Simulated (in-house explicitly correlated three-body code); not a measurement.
Values are calculated unless marked as measured or tabulated.
## Two electrons around a charge Z: highest levels of functionals against the exact one

The exact non-relativistic ground state comes from a variational code in 260 exponentially correlated functions, the Kohn-Sham parts from inverting its density (past Z = 6 the correlation energy is taken as exact minus Hartree-Fock, equal to within microhartrees), and self-consistent runs (Hartree-Fock is restricted) from a B-spline radial code. Z may be fractional; the second electron is bound down to Z = 0.911.

The exact Kohn-Sham level equals minus the binding energy. «Unbound» marks a run whose level isn't bound or that didn't converge.

```json
{"Z": "0.95", "exact (eV)": "-0.2959", "Hartree-Fock (eV)": "-0.7986", "TPSS (eV)": "unbound", "PBEsol (eV)": "unbound", "r2SCAN0 (eV)": "unbound", "wB97X (eV)": "-0.9285"}
{"Z": "1.285", "exact (eV)": "-4.758", "Hartree-Fock (eV)": "-5.221", "TPSS (eV)": "-0.7125", "PBEsol (eV)": "-0.4982", "r2SCAN0 (eV)": "-2.016", "wB97X (eV)": "-4.443"}
{"Z": "1.68", "exact (eV)": "-14", "Hartree-Fock (eV)": "-14.41", "TPSS (eV)": "-7.587", "PBEsol (eV)": "-7.053", "r2SCAN0 (eV)": "-9.544", "wB97X (eV)": "-11.92"}
{"Z": "2.32", "exact (eV)": "-37.97", "Hartree-Fock (eV)": "-38.34", "TPSS (eV)": "-27.79", "PBEsol (eV)": "-26.73", "r2SCAN0 (eV)": "-30.79", "wB97X (eV)": "-32.63"}
{"Z": "3.02", "exact (eV)": "?", "Hartree-Fock (eV)": "?", "TPSS (eV)": "?", "PBEsol (eV)": "?", "r2SCAN0 (eV)": "?", "wB97X (eV)": "?"}
{"Z": "4.1", "exact (eV)": "-163.2", "Hartree-Fock (eV)": "-163.5", "TPSS (eV)": "-142.6", "PBEsol (eV)": "-140", "r2SCAN0 (eV)": "-148.5", "wB97X (eV)": "-148.6"}
{"Z": "5.6", "exact (eV)": "?", "Hartree-Fock (eV)": "?", "TPSS (eV)": "?", "PBEsol (eV)": "?", "r2SCAN0 (eV)": "?", "wB97X (eV)": "?"}
{"Z": "7.6", "exact (eV)": "-660.9", "Hartree-Fock (eV)": "-661.1", "TPSS (eV)": "-619.7", "PBEsol (eV)": "-614.1", "r2SCAN0 (eV)": "-631.3", "wB97X (eV)": "-628"}
```

**Question.** What belongs in the row Z = 5.6?

**Answer.** exact (eV): -335.7; Hartree-Fock (eV): -336; TPSS (eV): -306.2; PBEsol (eV): -302.4; r2SCAN0 (eV): -314.6; wB97X (eV): -313.2.

**Question.** What belongs in the row Z = 3.02?

**Answer.** exact (eV): -76.94; Hartree-Fock (eV): -77.28; TPSS (eV): -62.65; PBEsol (eV): -61; r2SCAN0 (eV): -66.79; wB97X (eV): -67.93.

**Question.** Why do the levels of the functionals lie above the exact one?

**Answer.** Semilocal exchange-correlation potentials fall off faster than the exact −1/r, since they don't cancel the electron's repulsion by itself; hybrids restore a share of the tail, and range-separated ones all of it at long range. Hartree-Fock has the tail but lacks relaxation and correlation.
